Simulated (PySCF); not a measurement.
Polarisability and C₆ of N³⁺ (nitrogen, charge +3)

[He] 2s2, closed-shell 1S. Computed with PySCF 2.14 in dyall-av3z (15s9p3d2f, 71 functions), with no relativity, point nucleus. Coupled (time-dependent) response in atomic units; α is the mean over directions.

```tsv
method	mean α (bohr³)	C₆ (like pair)	S(−4)
UHF	2.238	2.257	7.121
PBE	2.096	2.068	6.155
PBE0	2.126	2.109	6.341
wB97M-V	2.136	2.130	6.339
TPSSh	2.145	2.192	6.089
```

S(−4) is the Cauchy moment in α(ω) = α(0) + S(−4) ω² + …

α(iu) at UHF:

| u (hartree) | α(iu) (bohr³) |
| --- | --- |
| 0 | 2.238 |
| 0.0500 | 2.220 |
| 0.100 | 2.169 |
| 0.200 | 1.987 |
| 0.300 | 1.748 |
| 0.500 | 1.277 |
| 0.750 | 0.8626 |
| 1.00 | 0.6133 |
| 1.50 | 0.3604 |
| 2.00 | 0.2421 |
| 3.00 | 0.1348 |
| 5.00 | 0.06188 |

A single London oscillator, α(iu) = α/(1 + u²/ω²), gives C₆ = (3/4) ω α². Matching the computed C₆ needs ω = 4 × 2.257 / (3 × 2.238²) = 0.601 hartree.

For an ion, C₆ is the dispersion term alone; charge-induced terms of lower order in 1/R come first.
